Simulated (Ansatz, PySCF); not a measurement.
Energy landscape of H2B, doublet: symmetric bend, bond length relaxed. Scanned: H-B-H angle. Other coordinates (B-H bond length) were minimised at PBE0/def2-TZVP.

- UKS-B3LYP/6-31G* = unrestricted B3LYP/6-31G*, spherical d in PySCF 2.14.0
- UKS-PBE/aug-cc-pVDZ = unrestricted PBE/aug-cc-pVDZ run with Ansatz (a first-principles code)
- UKS-BP86/6-31G* = unrestricted BP86/6-31G*, spherical d in PySCF

Energies in eV, each method relative to its own lowest point.

```csv
a / °,UKS-B3LYP/6-31G*,UKS-PBE/aug-cc-pVDZ,UKS-BP86/6-31G*
172.18,0.331,___,0.307
161.67,0.254,___,0.236
152.03,0.155,___,0.146
139.80,0.043,___,0.041
130.66,0.000,0.000,0.000
120.12,0.021,___,0.019
108.74,0.153,0.160,0.143
102.05,0.293,0.293,0.276
89.53,0.700,0.669,0.662
82.48,1.022,0.961,0.969
71.76,1.655,1.530,1.574
60,2.564,2.340,2.443
```

Complete the blanks.


- 172.18, UKS-PBE/aug-cc-pVDZ: 0.253
- 161.67, UKS-PBE/aug-cc-pVDZ: 0.191
- 152.03, UKS-PBE/aug-cc-pVDZ: 0.114
- 139.80, UKS-PBE/aug-cc-pVDZ: 0.028
- 120.12, UKS-PBE/aug-cc-pVDZ: 0.030

The scan ran from 180.0 to 60.0; beyond the range shown the relaxed coordinates jump or full CI changes its symmetry label.
